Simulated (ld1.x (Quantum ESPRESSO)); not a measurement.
# Building the TM potential for phosphorus (PBE, non-relativistic).

The input file (ld1.x (Quantum ESPRESSO) 7.5):

```
&input
   title='P', zed=15., rel=0, dft='PBE', iswitch=3,
   config='[Ne] 3s1 3p4',
   nld=2, rlderiv=1.25, eminld=-3.0, emaxld=5.0, deld=0.02
 /
 &inputp
   pseudotype=2, tm=.true., lloc=0,
   nlcc=.true., rcore=0.30,
   file_pseudopw='P.UPF', file_wfcaegen='ae.wfc', file_wfcncgen='nc.wfc', file_beta='beta', file_chi='chi'
 /
2
3P  2  1   4.00   0.00  0.50  0.50  0.0
3S  1  0   1.00   0.00  1.15  1.15  0.0
 &test
   configts(1)='3s1 3p4'
 /
```

Command:

```bash
ld1.x < P.in > P.out
```

Resulting log (shortened: banner, matrices, multipoles, cross overlaps and the repeated all-electron block are left out):

```
[... start of the log left out ...]
     s(3S/3S) =  1.000000  <r> =   1.8831  <r2> =    4.1228  r(max) =   1.5753
     s(3P/3P) =  1.000000  <r> =   2.3192  <r2> =    6.4548  r(max) =   1.8075

     ------------------------ End of All-electron run ------------------------

     --------------------- Generating NC pseudopotential ---------------------

      Generating local pot.: lloc=0, matching radius rcloc =   1.1500

      Computing core charge for nlcc:

       r > 0.30 : true rho core
       r < 0.30 : rho core = a sin(br)/r    a=  48.88  b=   5.90

      Integrated core pseudo-charge :   8.21

      Wfc   3P  rcut= 0.505  Using Troullier-Martins method

       Warning: n=2, l=1 expected 0 nodes, found 1
       Setting wfc to zero for this iteration
       (This warning will only be printed once per wavefunction)

     ------------------- End of pseudopotential generation -------------------

     Computing logarithmic derivative in   1.25009

       Warning: n=1, l=0 expected 0 nodes, found 1
       Setting wfc to zero for this iteration
       (This warning will only be printed once per wavefunction)

 %%%%%%%%%%%%%%%%%%%%%%%%%%%%%%%%%%%%%%%%%%%%%%%%%%%%%%%%%%%%%%%%%%%%%%%%%%%%%%
     Error in routine run_pseudo (1):
     Errors in PS-KS equation
 %%%%%%%%%%%%%%%%%%%%%%%%%%%%%%%%%%%%%%%%%%%%%%%%%%%%%%%%%%%%%%%%%%%%%%%%%%%%%%

     stopping ...
```

The run stopped because the pseudo-atom solver did not find the valence states with the expected number of nodes, which is the usual sign of a ghost state.

The run took about 0.64 s on one core of a shared server CPU.
